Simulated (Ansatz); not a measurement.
Cost and result for the atomization energy of ClGaH₄N₂, SMILES `[NH2][Ga]([NH2])[Cl]` (8 atoms, 7 bonds).

The species carries charge 0 and has multiplicity 1. Correlated methods include outer-core shells of Ga, which these sets cover unevenly. Scalar relativity is left out up to krypton. All single points use the PBE0-D4/def2-TZVP geometry. It is one conformer, not always the lowest. Program: Ansatz. All runs use 4 threads of an Arm Neoverse V1 on a shared host. Times are those of one run each, without the atoms' runs, and a repeat can differ threefold. Electronic energies, without spin–orbit coupling; frozen cores. CCSD(T)/CBS adds CCSD(T) − MP2 in def2-TZVPP to the MP2 limit, and its time is that of the two runs behind it. T1 = 0.012. With those shells the extrapolation isn't a true limit.

CCSD(T)/CBS is a level of theory with its own doubt, some kJ/mol a heavy atom from the limit and from the frozen cores, so smaller differences don't rank the functionals.

```csv
level,functions,wall time
LDA (SPW92)/def2-TZVPP,208,1 s
revPBE-D4/def2-TZVPP,208,1.6 s
PBE-D4/def2-TZVPP (with forces),208,1.9 s
BHLYP-D4/def2-TZVPP,208,2.5 s
CAM-B3LYP-D4/def2-TZVPP,208,2.6 s
CCSD(T)/def2-SVP,98,3.5 s
PBE-QIDH/def2-TZVPP,208,3.8 s
r2SCANh-D4/def2-TZVPP,208,4 s
B97M-V/def2-TZVPP,208,6.5 s
ωB97X-V/def2-TZVPP,208,6.5 s
MP2/def2-QZVPP,393,14 s
CCSD(T)/def2-TZVPP,208,78 s
CCSD(T)/CBS(def2),–,92 s
```

Question: What atomization energy does each give, and how far from CCSD(T)/CBS? (An estimate is asked.)

Answer: Computed: 
| level | atomization (kcal/mol) | difference from CCSD(T)/CBS | per bond |
| --- | --- | --- | --- |
| LDA (SPW92)/def2-TZVPP | 703.8 | 90.0 | 12.9 |
| revPBE-D4/def2-TZVPP | 601.4 | -12.4 | -1.8 |
| PBE-D4/def2-TZVPP (with forces) | 620.2 | 6.4 | 0.9 |
| BHLYP-D4/def2-TZVPP | 587.0 | -26.8 | -3.8 |
| CAM-B3LYP-D4/def2-TZVPP | 612.1 | -1.7 | -0.3 |
| CCSD(T)/def2-SVP | 559.8 | -54.0 | -7.7 |
| PBE-QIDH/def2-TZVPP | 603.9 | -9.9 | -1.4 |
| r2SCANh-D4/def2-TZVPP | 602.4 | -11.4 | -1.6 |
| B97M-V/def2-TZVPP | 608.3 | -5.5 | -0.8 |
| ωB97X-V/def2-TZVPP | 614.6 | 0.8 | 0.1 |
| MP2/def2-QZVPP | 617.8 | 4.0 | 0.6 |
| CCSD(T)/def2-TZVPP | 593.2 | -20.6 | -3.0 |
| CCSD(T)/CBS(def2) | 613.8 | 0.0 | 0.0 |

From PBE to PBE0 (25 % exact exchange), in def2-TZVPP and without D4, the atomization energy moves by −12.9 kcal/mol: exact exchange takes away binding that semilocal exchange gives to molecules. At CCSD(T), def2-SVP lies −54.0 kcal/mol from the extrapolated value and def2-TZVPP −20.7 kcal/mol: correlation converges slowly with the basis, and small sets miss more of it in the bonded molecule than in its fragments. In def2-TZVPP, CCSD(T) changes the Hartree–Fock value by +187.6 kcal/mol (the triples alone add +11.0 kcal/mol) and MP2 by +199.9 kcal/mol; breaking electron pairs costs correlation energy, which Hartree–Fock lacks.
